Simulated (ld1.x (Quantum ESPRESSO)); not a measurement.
# How hard is this Bi ultrasoft potential?

- Element: bismuth
- Generator: ld1.x (Quantum ESPRESSO) 7.5
- Type: ultrasoft
- Functional: PBE
- Relativity: scalar-relativistic
- Frozen core: [Xe] 4f14
- Valence charge: 15
- Reference configuration: 5d10 6s2 6p2 (charge +1)
- Partial waves: 6s (bound): rcut 1.75, rcutus 1.90 bohr; 6s channel at -1.05 Ry: rcut 1.75, rcutus 1.90 bohr; 6p (bound): rcut 1.80, rcutus 2.50 bohr; 6p channel at 1.95 Ry: rcut 1.80, rcutus 2.50 bohr; 5d (bound): rcut 1.65, rcutus 2.00 bohr; 5d channel at -2.15 Ry: rcut 1.65, rcutus 2.00 bohr
- Local potential: all-electron potential smoothed inside 1.45 bohr (lloc = -1)
- Core correction: a·sin(br)/r model core inside 1.40 bohr
- Augmentation charge: PSQ, inside the norm-conserving radii

The pseudo-atom Hamiltonian at the reference potential is diagonalised in spherical Bessel functions j_l(qr) that vanish at 20 bohr, with q² up to the cutoff. All-electron valence levels (Ry): 6s -1.6250, 6p -0.8407, 5d -2.5865.

Problem. How do the lowest levels (Ry) of each channel move with the cutoff, and are there ghosts?

Solution.

| cutoff (Ry) | s #1 | s #2 | p #1 | p #2 | d #1 | f #1 | Σ f·Δε (mRy) |
| --- | --- | --- | --- | --- | --- | --- | --- |
| 8 | -1.6272 | -0.3730 | -0.8405 | -0.2107 | -1.6026 | -0.0638 | 9843.9 |
| 10 | -1.6307 | -1.3814 | -0.8406 | -0.2107 | -1.9760 | -0.0639 | 6117.1 |
| 15 | -5.1716 | -1.6238 | -0.8407 | -0.2107 | -2.4177 | -0.0641 | 1691.2 |
| 18 | -7.4501 | -1.6244 | -0.8407 | -0.2107 | -2.5395 | -0.0642 | 471.2 |
| 21 | -8.6129 | -1.6247 | -0.8407 | -0.2107 | -2.5702 | -0.0642 | 164.1 |
| 30 | -10.4182 | -1.6250 | -0.8408 | -0.2161 | -2.5858 | -0.0643 | 7.3 |
| 35 | -10.9284 | -1.6250 | -0.8544 | -0.8407 | -2.5859 | -0.0643 | 6.0 |
| 40 | -11.1824 | -1.6250 | -1.1236 | -0.8408 | -2.5862 | -0.0644 | 3.4 |
| 45 | -11.2681 | -1.6251 | -1.3734 | -0.8408 | -2.5863 | -0.0644 | 1.7 |
| 55 | -11.3512 | -1.6251 | -1.5365 | -0.8408 | -2.5864 | -0.0644 | 0.9 |
| 60 | -11.3624 | -1.6251 | -1.5753 | -0.8408 | -2.5864 | -0.0644 | 0.7 |
| 400 | -11.3779 | -1.6251 | -1.6216 | -0.8408 | -2.5865 | -0.0644 | 0.0 |

Result: ghost states, extra bound levels that the all-electron valence spectrum of the same l lacks: s at -154.8 eV, p at -22.1 eV (a true bound ghost makes a file unfit for plane-wave use); 10 mRy is reached at 30 Ry and 1 mRy at 50 Ry.
